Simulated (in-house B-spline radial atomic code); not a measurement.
Checks on a self-consistent run for the cobalt ion Co²⁺, [Ne] 3s2 (3p1/2)1 (3p3/2)4 (3d3/2)4 (3d5/2)3 4s1. Method: Dirac-Hartree-Fock, average of the jj configuration, Fermi nucleus of rms radius 3.7875 fm. Calculated with a radial B-spline atomic code at the basis-set limit.

```json
{"orbital": "1s1/2", "q": "2", "ε (Eh)": "-287.14670", "<1/r>": "27.0404", "<r²>": "0.00424073", "small-component weight": "0.0094559"}
{"orbital": "2s1/2", "q": "2", "ε (Eh)": "-36.60561", "<1/r>": "5.87484", "<r²>": "0.0760283", "small-component weight": "0.0017758"}
{"orbital": "2p1/2", "q": "2", "ε (Eh)": "-31.73888", "<1/r>": "5.78047", "<r²>": "0.0611358", "small-component weight": "0.0017331"}
{"orbital": "2p3/2", "q": "4", "ε (Eh)": "-31.19206", "<1/r>": "5.68619", "<r²>": "0.062178", "small-component weight": "0.0017166"}
{"orbital": "3s1/2", "q": "2", "ε (Eh)": "-5.59089", "<1/r>": "1.83946", "<r²>": "0.677053", "small-component weight": "0.00038241"}
{"orbital": "3p1/2", "q": "1", "ε (Eh)": "-4.25602", "<1/r>": "1.72442", "<r²>": "0.745633", "small-component weight": "0.0003474"}
{"orbital": "3p3/2", "q": "4", "ε (Eh)": "-3.98803", "<1/r>": "1.68816", "<r²>": "0.767311", "small-component weight": "0.00033558"}
{"orbital": "3d3/2", "q": "4", "ε (Eh)": "-1.59428", "<1/r>": "1.38009", "<r²>": "1.11777", "small-component weight": "0.000238"}
{"orbital": "3d5/2", "q": "3", "ε (Eh)": "-1.64804", "<1/r>": "1.38487", "<r²>": "1.09355", "small-component weight": "0.00023947"}
{"orbital": "4s1/2", "q": "1", "ε (Eh)": "-0.97860", "<1/r>": "0.53636", "<r²>": "6.4722", "small-component weight": "4.7414e-05"}
```

Electron-electron repulsion V_ee = 509.0126 hartree.

**Question.** What total energy follows from the eigenvalues?

**Answer.** The eigenvalues count the repulsion twice, so E = Σqε - V_ee = -879.440 - 509.013 = -1388.453 hartree; the run printed -1388.453.

**Question.** Does the Dirac virial theorem hold?

**Answer.** For a point nucleus E = -2c²Σq·w, with w the small-component weight. Here Σq·w = 0.036968 and c = 137.0360, so the ratio E/(-2c²Σq·w) is 1.000007; the finite nucleus accounts for the departure from 1.

**Question.** What diamagnetic shielding (Lamb formula) and susceptibility (Langevin formula) do the radii give?

**Answer.** σ = (α²/3)Σq<1/r> = 122.503/(3·137.036²) = 2174.5 ppm, and χ = -0.79199×10⁻⁶·Σq<r²> = -15.78×10⁻⁶ cm³/mol with Σq<r²> = 19.924 bohr². Both are non-relativistic formulas without the paramagnetism of open shells.
